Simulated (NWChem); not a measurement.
System: SbI3; SMILES [I][Sb]([I])[I]

The following NWChem deck was run.

```
start job
memory heap 200 mb stack 900 mb global 1100 mb
geometry units angstroms noautosym nocenter noautoz
  Sb     0.000000     0.000000     0.967303
  I     -0.656269    -2.328712    -0.309705
  I     -1.688590     1.732701    -0.309705
  I      2.344858     0.596011    -0.309705
end
basis spherical
  * library def2-svp
end
ecp
  Sb library def2-ecp
  I library def2-ecp
end
dft
  xc xpbe96 cpbe96
  iterations 150
  vectors input atomic output neutral.movecs
end
task dft energy
charge 1
dft
  odft
  mult 2
  vectors input atomic output cation.movecs
end
task dft energy
```

Coordinates come from a PBE0/def2-SVP optimisation. No frequency run checked for a minimum. def2 effective core potentials on Sb, I; no spin-orbit coupling.

Ions are spin-unrestricted doublets at the neutral geometry; other ion states weren't tried.

What results follow from this input? (PBE/def2-SVP with def2 effective core potentials on Sb, I, vertical spin-unrestricted ions.) Quantities: −ε(HOMO) (eV).


```yaml
"−ε(HOMO) (eV)": 6.44
```
